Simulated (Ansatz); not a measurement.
```yaml
crystal:
  periodic: [true, true, true]
  atoms:
    - {symbol: C, position_ang: [-0.692399, 2.168158, -1.532975]}
    - {symbol: In, position_ang: [-0.317873, 0.256301, -0.694530]}
    - {symbol: N, position_ang: [-0.430543, -1.657344, -1.286817]}
    - {symbol: O, position_ang: [0.544496, 0.292853, 1.114432]}
    - {symbol: Si, position_ang: [1.033730, -0.792385, 2.209145]}
    - {symbol: H, position_ang: [0.226665, 2.752559, -1.489250]}
    - {symbol: H, position_ang: [-1.455169, 2.672708, -0.939736]}
    - {symbol: H, position_ang: [-1.028624, 2.089447, -2.565499]}
    - {symbol: H, position_ang: [-0.370084, -2.362115, -0.566487]}
    - {symbol: H, position_ang: [-1.098331, -1.935712, -1.988861]}
    - {symbol: H, position_ang: [0.490383, -0.470602, 3.560034]}
    - {symbol: H, position_ang: [0.576523, -2.178826, 1.869077]}
    - {symbol: H, position_ang: [2.521247, -0.835051, 2.311466]}
basis:
  gaussian: {orbitals: def2-SVPD}
hamiltonian: {xc: {name: revPBE0}, dispersion: d3bj}
output: {forces: true}
```

```sh
$ ansatz run in.yaml --threads 2 --pin off --events-out ev --progress --plain --max-ram 22528MiB --backend cpu
```

Output, abridged:

```
Error: YAML parse error: error: line 2 column 3: crystal: missing field `lattice` (a structure is typed as `lattice` and `atoms`, a molecule's as `atoms` in Å alone, or read from a run's directory, `checkpoint`)
 --> <input>:2:3
1 | crystal:
2 |   periodic: [true, true, true]
3 |   atoms:
4 |     - {symbol: C, position_ang: [-0.692399, 2.168158, -1.532975]}
```

**Question.** Something in this input is off. What?

**Answer.** The molecule is marked periodic without a cell. The program refused the input.
